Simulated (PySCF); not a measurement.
# SnH₄, singlet: structure and spectrum

All numbers come from PBE0/[Sn x2c-TZVPall, H x2c-TZVPall], spin-free X2C, density fitting, no spin–orbit coupling, PySCF.

The structure is a minimum.

```
Point group                                                                   : Td
Bond lengths                                                                  : Sn–H 1.706 Å (×4)
Bond angles                                                                   : H–Sn–H 109.5° (×6)
Entropy at 298.15 K and 1 bar                                                 : 228.7 J/(mol K)
Principal polarisabilities                                                    : 41.8, 41.8, 41.8 bohr³
Heat capacity Cp at 298.15 K                                                  : 50.4 J/(mol K)
Lowest empty level                                                            : 0.65 eV
Principal quadrupole moments (Buckingham, traceless) about the centre of mass : 0.00, 0.00, 0.00 D Å
Rotational symmetry number                                                    : 12
Dipole moment                                                                 : 0.00 D
Highest occupied level                                                        : -9.18 eV
Rotational constants                                                          : 2.155, 2.155, 2.155 cm⁻¹
Zero-point energy                                                             : 68.3 kJ/mol
Enthalpy at 298.15 K above 0 K                                                : 11.35 kJ/mol
```

Harmonic modes (masses in u: Sn 119.902, H 1.008):
```csv
symmetry,ω (cm⁻¹),"IR (km/mol, summed over degenerate members)"
t2,684,437
e,755,0.0
a1,1963,0.0
t2,1965,517
```

In Td the vibrations span 2t2 + e + a1. The a1, e modes carry no infrared intensity, as symmetry demands.

Charges (e):
```
    atom  Mulliken  Löwdin  polar tensor  Mayer order to Sn1
     Sn1      0.24    0.44          1.09                   –
H2,3,4,5     -0.06   -0.11         -0.27                0.95
```

Mulliken populations on Sn1: s 9.34, p 20.30, d 20.10, f 0.02.

Counting electrons, tin keeps none of its valence electrons outside its bonds, so the VSEPR class is AX4 and the expected shape is tetrahedral (Td), as computed.

The final relaxation and frequency run took 17 s on 2 threads of a shared Arm Neoverse V2 host, with 84 basis functions and 6 gradients; the process peaked at 1.2 GiB. Launch command: `OMP_NUM_THREADS=2 python axn.py task.json out`.
